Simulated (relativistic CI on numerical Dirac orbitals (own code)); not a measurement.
**Cu²⁺ in a cubic cluster: L2,3 absorption with charge transfer**

Computed with a charge-transfer multiplet model of a cubic metal-ligand cluster with up to one ligand hole, Slater and spin-orbit integrals from Dirac-Coulomb-Breit ions, Slater integrals scaled by 0.9. The ground state mixes d9 with configurations of k ligand holes L, whose averages lie at kΔ + k(k − 1)U_dd/2; a core hole lowers each added d electron by U_cd. 300 K, Lorentzian 0.4 eV and Gaussian 0.3 eV FWHM.

Atomic integrals in eV (Slater integrals scaled, ζ unscaled), ground: F2dd 12.450, F4dd 7.768, zeta_d 0.099; with the core hole: F2dd 12.450, F4dd 7.768, zeta_d 0.110, zeta_core 13.385.

Cluster parameters (eV): Δ = 1.3, U_dd = 6.6, U_cd = 7.7, 10Dq = 0.65, 10Dq(ligand) = 0.8, final-state hopping factor = 0.8.

```tsv
Case	n_d	d9	d10L	S
V(eg) = 1.25 eV, V(t2g) = -0.6 eV	9.28	0.72	0.28	0.50
V(eg) = 1.55 eV, V(t2g) = -0.74 eV	9.32	0.68	0.32	0.50
V(eg) = 2.15 eV, V(t2g) = -1.03 eV	9.36	0.64	0.36	0.50
V(eg) = 2.45 eV, V(t2g) = -1.17 eV	9.38	0.62	0.38	0.50
V(eg) = 2.75 eV, V(t2g) = -1.32 eV	9.39	0.61	0.39	0.50
```

Weights, n_d and S are thermal averages at 300 K. Photon energies count from the first peak over 30 % of the highest in each spectrum, which can be another peak from case to case. The parameters are a model scan and need not match a compound or its usual spin state. Peaks in eV (height, largest 100):
- V(eg) = 1.25 eV, V(t2g) = -0.6 eV: 0.0 (100), 20.1 (35)
- V(eg) = 1.55 eV, V(t2g) = -0.74 eV: 0.0 (100), 20.1 (37)
- V(eg) = 2.15 eV, V(t2g) = -1.03 eV: 0.0 (100), 20.1 (40)
- V(eg) = 2.45 eV, V(t2g) = -1.17 eV: 0.0 (100), 20.1 (41)
- V(eg) = 2.75 eV, V(t2g) = -1.32 eV: 0.0 (100), 20.1 (42)

Curve for V(eg) = 2.45 eV, V(t2g) = -1.17 eV (points under 2 left out, the grid thinned):

```json
{"E (eV)": "-1.5", "Intensity": "2.3"}
{"E (eV)": "-1.4", "Intensity": "2.6"}
{"E (eV)": "-1.3", "Intensity": "3.0"}
{"E (eV)": "-1.1", "Intensity": "4.2"}
{"E (eV)": "-1.0", "Intensity": "5.1"}
{"E (eV)": "-0.9", "Intensity": "6.2"}
{"E (eV)": "-0.8", "Intensity": "7.9"}
{"E (eV)": "-0.7", "Intensity": "10.3"}
{"E (eV)": "-0.6", "Intensity": "14.0"}
{"E (eV)": "-0.4", "Intensity": "29.6"}
{"E (eV)": "-0.3", "Intensity": "45.3"}
{"E (eV)": "-0.2", "Intensity": "67.1"}
{"E (eV)": "-0.1", "Intensity": "89.3"}
{"E (eV)": "0.0", "Intensity": "100.0"}
{"E (eV)": "0.2", "Intensity": "70.7"}
{"E (eV)": "0.3", "Intensity": "48.2"}
{"E (eV)": "0.4", "Intensity": "31.5"}
{"E (eV)": "0.5", "Intensity": "21.0"}
{"E (eV)": "0.6", "Intensity": "14.7"}
{"E (eV)": "0.7", "Intensity": "10.8"}
{"E (eV)": "0.9", "Intensity": "6.5"}
{"E (eV)": "1.0", "Intensity": "5.2"}
{"E (eV)": "1.1", "Intensity": "4.3"}
{"E (eV)": "1.2", "Intensity": "3.6"}
{"E (eV)": "1.3", "Intensity": "3.1"}
{"E (eV)": "1.5", "Intensity": "2.3"}
{"E (eV)": "1.6", "Intensity": "2.0"}
{"E (eV)": "19.1", "Intensity": "2.2"}
{"E (eV)": "19.2", "Intensity": "2.7"}
{"E (eV)": "19.3", "Intensity": "3.4"}
{"E (eV)": "19.4", "Intensity": "4.5"}
{"E (eV)": "19.6", "Intensity": "8.9"}
{"E (eV)": "19.7", "Intensity": "13.3"}
{"E (eV)": "19.8", "Intensity": "20.3"}
{"E (eV)": "19.9", "Intensity": "29.6"}
{"E (eV)": "20.0", "Intensity": "38.1"}
{"E (eV)": "20.2", "Intensity": "35.9"}
{"E (eV)": "20.3", "Intensity": "26.7"}
{"E (eV)": "20.4", "Intensity": "17.9"}
{"E (eV)": "20.5", "Intensity": "11.7"}
{"E (eV)": "20.6", "Intensity": "7.9"}
{"E (eV)": "20.7", "Intensity": "5.6"}
{"E (eV)": "20.9", "Intensity": "3.2"}
{"E (eV)": "21.0", "Intensity": "2.5"}
{"E (eV)": "21.1", "Intensity": "2.0"}
```

For the case V(eg) = 2.15 eV, V(t2g) = -1.03 eV, Δ = 1.3 eV is smaller than U_dd = 6.6 eV, the charge-transfer side of the Zaanen-Sawatzky-Allen scheme.
